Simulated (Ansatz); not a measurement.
Reaction (redistribution): `[F][Sn]([F])([F])[GeH3]` + `B[SiH2][SiH3]` → `B[SiH2][GeH3]` + `[F][Sn]([F])([F])[SiH3]`

Gas-phase electronic energies from Ansatz, PBE0-D4/def2-TZVP geometries. CCSD(T)/CBS is the MP2 limit (def2-TZVPP, def2-QZVPP) plus CCSD(T) − MP2 in def2-TZVPP, frozen cores. DFT in def2-TZVPP. B3LYP here is the variant with VWN-RPA as its local correlation; programs differ in this. Elements past krypton have def2 core potentials. For Ge, Sn outer-core shells are correlated without core-valence functions, which leaves a few kJ/mol of doubt a bond. Scalar relativity is left out up to krypton.

(1) Is it downhill or uphill in electronic energy at CCSD(T)/CBS, and by how much? (Best estimate.)

(2) What do these levels give: BLYP-D4, B3LYP-D4, r2SCANh-D4, ωB97M-V, BHLYP, HF/def2-SVP? (Best estimate.)

(3) What do rigid-rotor, harmonic-oscillator terms from PBE0-D4/def2-TZVP frequencies (298.15 K, 1 bar) make of the CCSD(T)/CBS value? (Best estimate.)

Largest T1 diagnostic among the species: 0.015.

Results:

(1) The calculation gave: Nearly level: ΔE = +2.1 kJ/mol.

(2) The calculation gave: BLYP-D4 4.0, B3LYP-D4 3.6, r2SCANh-D4 3.1, ωB97M-V 1.9, BHLYP 3.3, HF/def2-SVP 4.8 kJ/mol.

(3) Computed: ΔZPE = +0.2 kJ/mol, ΔH = +2.1 kJ/mol, ΔS = -1 J/(mol·K), ΔG = +2.4 kJ/mol. Modes under 50 cm⁻¹ make the entropy rough.

At CCSD(T), def2-SVP lies +3.6 kJ/mol from the extrapolated value and def2-TZVPP −0.3 kJ/mol. Leaving LDA and LC-ωPBE aside and taking each functional with its dispersion term where it has one, the values, not all of them listed here, spread over 2.4 kJ/mol, from ωB97M-V to revPBE-D4.
